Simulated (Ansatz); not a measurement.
Two structures, one formula

Two relaxed structures of AlHBrO, doublet (PBE0-D4/def2-TZVP; forces vanish, vibrations not checked).

A:

O1  (0.801, -1.208, 1.078)
Al2  (0.185, 0.066, 0.153)
Br3  (-1.836, -0.141, -0.887)
H4  (0.352, -2.044, 1.206)
(Å)

B:

| atom | x (Å) | y (Å) | z (Å) |
| --- | --- | --- | --- |
| O1 | 0.4829 | -1.2633 | 1.0849 |
| Al2 | 0.1479 | 0.0640 | 0.0312 |
| Br3 | -1.8647 | 0.0238 | -0.9491 |
| H4 | 1.2339 | 1.1755 | -0.1670 |

Computed with Ansatz 0.2.0 (basis: def2-TZVPP); correlated methods freeze the cores; orbitals are unrestricted. Filled d shells of the heavier atoms are correlated. The def2 sets are not built for correlating such inner shells, so the correlated values are less sure here. B3LYP uses VWN-RPA correlation.

**Question.** Which structure is lower at CCSD(T), and by how much? (An estimate is asked for; the value comes from the calculation.)

**Answer.** The calculation gives: A, by 1.707 eV (electronic energy, against the other). By their contacts, A is AlHBrO ([OH][Al][Br]) and B is AlHBrO ([O][AlH][Br]).

All methods give the same order:

```
   method  E(B) − E(A) (eV)
   PBE-D4             1.868
r2SCAN-D4             1.747
  PBE0-D4             1.788
 B3LYP-D4             1.670
  wB97M-V             1.635
       HF             1.041
      MP2             2.064
     CCSD             1.635
  CCSD(T)             1.707
```

No T1 diagnostic of these runs exceeds 0.012. ⟨S²⟩ of the unrestricted Hartree–Fock references: 0.75 to 0.76 (a pure state has 0.75).

Labels in which every atom is bracketed show which atoms are joined, not bond orders.

For scale, one of the runs: CCSD(T)/def2-TZVPP, 135 basis functions, launched by `ansatz run in.yaml --threads 2 --pin off --events-out ev --progress --plain --max-ram 4352MiB`. Hardware: 2 CPU threads of an Intel Xeon Platinum 8259CL, shared host. Wall time 72 s; peak host memory 1.7 GiB.
